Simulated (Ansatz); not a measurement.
## Predicting a hybrid from its neighbours: CH2I2 (diiodomethane)

CH2I2 has 5 atoms, charge 0, and is taken as a singlet. As SMILES, `ICI`. The coordinates come from a PBE0-D4/def2-TZVP relaxation.

The vertical energy of the triplet above the singlet y, in eV, basis def2-SVP with a core potential; a is the functional's share of exact exchange. Programs: Ansatz 0.2.0.

| functional | program | a | y (eV) |
| --- | --- | --- | --- |
| r2SCAN | Ansatz | 0 | 3.63 |
| PBE | Ansatz | 0 | 3.55 |
| B3LYP | Ansatz | 0.2 | ? |
| r2SCAN0 | Ansatz | 0.25 | 3.80 |
| PBE0 | Ansatz | 0.25 | 3.80 |
| BHLYP | Ansatz | 0.5 | 4.00 |

**Question.** Fit y = c + s·a to the known rows and predict B3LYP.

**Answer.** 
1. Means of the 5 rows: a = 0.2000, y = 3.756.
2. Σ(Δa)² = 0.175, Σ(Δa·Δy) = 0.144, so the slope is 0.144/0.175 = 0.82286.
3. Intercept: 3.756 − (0.82286) × 0.2000 = 3.591. The largest residual of the fit is 0.041.
4. B3LYP: 3.591 + (0.82286) × 0.2 = 3.76 eV.

The run gave 3.74 eV, so the prediction is off by +0.02 eV, within the largest residual. The rows mix families of semi-local functionals, which the line can't see. Spin-orbit coupling is left out.
